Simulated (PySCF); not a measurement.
## Löwdin shares of the frontier orbitals

Species: 2-fluorothiophenol, C6H5FS.
SMILES with atom numbers: `[F:1][c:2]1[cH:3][cH:4][cH:5][cH:6][c:7]1[SH:8]` (hydrogens: H9 on C3; H10 on C4; H11 on C5; H12 on C6; H13 on S8)

Cartesian coordinates in Å at the PBE0-D3(BJ)/def2-SVP level; atoms count from 1:
```xyz
13
C6H5FS angstrom
F      1.0884    2.1996    0.1821
C      0.4225    1.0396    0.1586
C     -0.6437    0.8575    1.0263
C     -1.3423   -0.3480    1.0098
C     -0.9596   -1.3552    0.1249
C      0.1147   -1.1607   -0.7387
C      0.8265    0.0450   -0.7379
S      2.1701    0.2680   -1.8542
H     -0.9103    1.6707    1.7040
H     -2.1837   -0.4972    1.6892
H     -1.4996   -2.3041    0.1055
H      0.4147   -1.9532   -1.4286
H      2.5326    1.4809   -1.3907
```

Method: TDDFT CAM-B3LYP/def2-SVPD, vertical, gas phase, core orbitals frozen in the response in PySCF.

Frontier orbitals with the atoms that hold most of them (Löwdin shares over 4%, at most four atoms; ? is withheld):

| orbital | ε (eV) | atoms |
| --- | --- | --- |
| HOMO-3 | -11.30 | S8 40%, C7 13%, C2 10%, C3 8% |
| HOMO-2 | -10.26 | S8 33%, C7 18%, C4 16%, C3 11% |
| HOMO-1 | -8.78 | C6 20%, C3 20%, C5 20%, C2 15% |
| HOMO | -7.75 | ? |
| LUMO | 0.33 | ? |
| LUMO+1 | 0.66 | C5 21%, C2 20%, C4 13%, C7 11% |
| LUMO+2 | 1.09 | S8 53%, H13 14%, F1 10%, C2 8% |

Problem. Which atoms hold the HOMO, and with what shares?

Solution. S8 (bonded to C and H) 40%; C7 (bonded to 2 C and S) 15%; C4 (bonded to 2 C and H) 13%; C2 (bonded to 2 C and F) 8%. By element: sulfur 40%, carbon 36% or more.

Problem. Which atoms hold the LUMO, and with what shares?

Solution. C3 (bonded to 2 C and H) 18%; C6 (bonded to 2 C and H) 18%; C7 (bonded to 2 C and S) 17%; C4 (bonded to 2 C and H) 16%.

Problem. The HOMO–LUMO gap is 8.08 eV. Where does the response calculation put the lowest singlet, and from which orbitals?

Solution. S1 is at 5.04 eV (f = 0.037), 3.05 eV below the gap, made of HOMO→LUMO (54%), HOMO→LUMO+1 (23%), HOMO-1→LUMO (12%). 

Next come S2 at 5.46 eV (f 0.037), HOMO→LUMO+3 (40%), HOMO→LUMO+5 (12%), HOMO→LUMO+1 (10%); S3 at 5.55 eV (f 0.155), HOMO→LUMO+1 (36%), HOMO→LUMO (28%), HOMO-1→LUMO (13%); S4 at 5.90 eV (f 0.019), HOMO→LUMO+2 (79%), HOMO→LUMO+3 (13%); S5 at 6.44 eV (f 0.232), HOMO-1→LUMO (54%), HOMO→LUMO+1 (28%).

Löwdin shares depend on the basis, the more so with diffuse functions.

One conformer stands for the species.
